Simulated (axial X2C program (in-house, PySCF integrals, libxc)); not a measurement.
# LiGe: from the spin-free to the two-component result

Computed with an in-house all-electron X2C program for linear molecules (integrals from PySCF). Spin-free means the one-electron spin-free X2C Hamiltonian; two-component (2c) means X2C with spin–orbit coupling and atomic mean-field two-electron Coulomb and Gaunt terms, so the difference of the two also holds small scalar two-electron terms. Basis: Ge dyall-cv3z [9s9p7d4f1g], Li dyall-cv3z [7s8p2d] (cores contracted in-house); Gaussian nuclei, density fitting, unrestricted open shells. Masses: Ge 73.921 u, Li 7.016 u.

Spin-free state: M_S = 3/2, Λ = 0 (beyond evenly filled blocks: σα, π+α, π-α); fragments Ge + Li.

```csv
level,Re (Å),ωe (cm⁻¹),De (eV),μ (D)
PBE0,2.396,403.8,1.685,5.77
HF,2.429,400.1,1.191,6.52
MP2,2.404,409.4,1.707,n/a
CCSD,2.407,407.6,1.662,n/a
CCSD(T),2.409,406.6,1.695,n/a
B3LYP,2.399,396.1,1.535,5.60
```

Correlated methods: 15 electrons correlated (number of frozen shells: Ge 3 s, 2 p; Li 1 s), 209 virtual spin orbitals or spinors in MP2, 89 natural virtuals in coupled cluster.

Dipoles are positive if Li is the positive end.

Two-component determinant lowest at the distance of the search:

Ω = 3/2 (⟨Sz⟩ = 1.50, ⟨Lz⟩ = 0.00 at HF); fragments Ge + Li.

```json
{"level": "PBE0", "Re (Å)": "2.396", "ωe (cm⁻¹)": "403.3", "μ (D)": "5.77"}
{"level": "HF", "Re (Å)": "2.430", "ωe (cm⁻¹)": "399.4", "μ (D)": "6.52"}
{"level": "MP2", "Re (Å)": "2.404", "ωe (cm⁻¹)": "409.2", "μ (D)": "n/a"}
{"level": "CCSD", "Re (Å)": "2.409", "ωe (cm⁻¹)": "406.8", "μ (D)": "n/a"}
{"level": "CCSD(T)", "Re (Å)": "2.410", "ωe (cm⁻¹)": "405.8", "μ (D)": "n/a"}
{"level": "B3LYP", "Re (Å)": "2.401", "ωe (cm⁻¹)": "393.9", "μ (D)": "5.60"}
```

(1) From the two tables, how do the constants change at the CCSD(T) level (2c against spin-free)?

One determinant describes the state; a PBE0 search over occupations chose it and may have missed a lower one. Dissociation energies refer to the lowest single-determinant-based atoms at the same level and basis. De is not given where an atomic determinant may have missed its ground term or J level, or where the truncated virtual space spoils (T). Density functionals use the spin component along the axis (collinear). Coupled cluster ran in a truncated set of natural virtual spinors; the MP2 energy of the rest was added. (T) has no such correction and the atoms are truncated less, which lowers De at CCSD(T) by a hundredth of an eV or more. PBE0 can misorder states that lie within some tenths of an eV, so this need not be the ground state of the molecule. The nearest other spin-free determinant of the search, M_S = 1/2, Λ = 1, lies 0.64 eV up at the distance of the search. The functionals have no current-density term, which raises determinants with orbital currents, atoms included. With several unpaired electrons one determinant need not be a pure state. This is the top spin component of a Σ state; components of lower Ω are not single determinants and can lie lower.

Answers

(1) At the CCSD(T) level Re rises by 0.001 Å and ωe falls by 0.8 cm⁻¹.
